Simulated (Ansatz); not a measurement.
Job for Ansatz (a quantum-chemistry and plane-wave program): R-wB97X-V/def2-TZVPPD on HF (SMILES F). Files ending in .json are basis or fitting sets from the Basis Set Exchange.

Ansatz 0.2 input:
```yaml
crystal:
  periodic: [false, false, false]
  atoms:
    - {symbol: F, position_ang: [-0.03944370, -0.14847424, 0.64158482]}
    - {symbol: H, position_ang: [-0.06251873, -0.64868843, 1.43193789]}
basis:
  gaussian:
    orbitals: def2-TZVPPD.json
hamiltonian:
  xc: {name: wB97X-V}
scf: {lower_state_search: off}
```

The log:

```
WARN ansatz: RAYON_NUM_THREADS=1 ignored (pool sized by the plan → 1); use --threads N
Functional definition: wB97X-V
these checks for a lower state are left out or cut short: stability, starts, cluster_reference, orbital_swaps, neighbouring_geometries, increment
integrals: 0.01 GiB planned
256 factors; their error is unknown
integrals: 0.04 GiB planned
78 factors; integrals over basis functions are off by at most 2.5e-5 eV
mean field: 0.11 GiB planned
mean field evaluation 1: about -2732.2774 eV, gradient 3.0e1 eV
mean field evaluation 2: about -2732.1910 eV, gradient 3.4e1 eV
mean field evaluation 4: about -2733.5517 eV, gradient 2.5e-1 eV
mean field evaluation 8: about -2733.5581 eV, gradient 9.8e-3 eV
mean field -2733.55810661 eV, -100.4564075457 hartree, gradient 1.7e-6 eV, S^2 0.000000; 0 other end points of the search recorded, 0 dependent functions left out
reference -2733.55810478 eV, -100.4564074785 hartree; 5, 5 occupied and 52, 52 virtual orbitals, 256 factors
Total energy: -2733.55810478 eV, -100.4564074785 hartree
Checks for a lower state left out: stability, starts, cluster_reference, orbital_swaps, neighbouring_geometries, increment
```

Self-consistency was reached.

Cost: very roughly 1.0 core-seconds.
